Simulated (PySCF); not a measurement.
Cl₃Sb, SMILES [Cl][Sb+]([Cl])[Cl], charge +1, multiplicity 2. Coordinates come from a B3LYP-D3(BJ)/def2-SVP optimisation. The def2 effective core potentials stand for the cores of Sb; spin–orbit coupling is left out.

Computed with PySCF with B3LYP-D3(BJ)/def2-SVP.

Harmonic wavenumbers (cm⁻¹): 106, 106, 116, 354, 374, 374. Rotational constants (GHz): 1.734, 1.734, 1.017; symmetry number 3.

Q: Work out the zero-point energy and the ideal-gas rigid-rotor harmonic-oscillator thermochemistry at 298.15 K and 1 atm.

A: ZPE = ½ Σ hcν = ½ × 1429 cm⁻¹ = 8.55 kJ/mol. H − E(el) = 26.81 kJ/mol. Entropy in J/(mol K): translation 176.46, rotation 112.38, vibration 54.94, spin 5.76, total 349.55. G − E(el) = -77.41 kJ/mol. Cp = 76.96 J/(mol K). Modes under 150 cm⁻¹ make the vibrational entropy uncertain.
